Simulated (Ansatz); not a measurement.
Ideal-gas functions of Cl3GeH3Si (`Cl[Si](Cl)(Cl)[GeH3]`) at 800 K and 1 bar, from an Ansatz frequency run at PBE0-D4/def2-TZVP.

Molar mass 210.08 g/mol, point group C3v (symmetry number 3), electronic degeneracy 1, moments of inertia 394.565, 634.796, 634.799 u Å². Harmonic wavenumbers (cm⁻¹, unscaled): 89, 92, 92, 164, 177, 177, 329, 465, 466, 544, 595, 595, 782, 874, 874, 2162, 2176, 2176.

Use S(trans) = R[1.5 ln M + 2.5 ln T − 1.1517]; rotational temperatures θ = 24.2544 K / I; S(rot) = R[ln(√π/σ · √(T³/θAθBθC)) + 1.5]; for each mode x = 1.438777 ν̃/T, S = R[x/(eˣ − 1) − ln(1 − e⁻ˣ)] and H = RT x/(eˣ − 1); 1 cm⁻¹ = 0.0119627 kJ/mol; R = 8.31446 J/(mol·K).

Problem. By hand: the entropy, in J/(mol·K).

Solution. Translation 196.1. Rotation: θ = 0.0615, 0.0382, 0.0382 K, giving 130.2. Vibration, mode by mode: 23.56, 23.28, 23.28, 18.50, 17.87, 17.87, 12.80, 10.04, 10.02, 8.82, 8.14, 8.14, 6.13, 5.36, 5.36, 0.85, 0.83, 0.83, in all 201.7. Electronic 0.0. Sum 528.0 J/(mol·K).

Problem. By hand: H − E and G − E in kJ/mol, counted from the electronic energy.

Solution. Zero-point energy ½ × 12829 × 0.0119627 = 76.7; thermal vibration 70.2; translation, rotation and pV give 4 RT = 26.6. H − E = 173.5 kJ/mol, and G − E = 173.5 − 800 × 528.0/1000 = -248.9 kJ/mol.

Vibration gives 38 % of the entropy, 70.1 J/(mol·K) of it from the modes under 150 cm⁻¹: soft modes count most, and the harmonic formula is weakest for them.
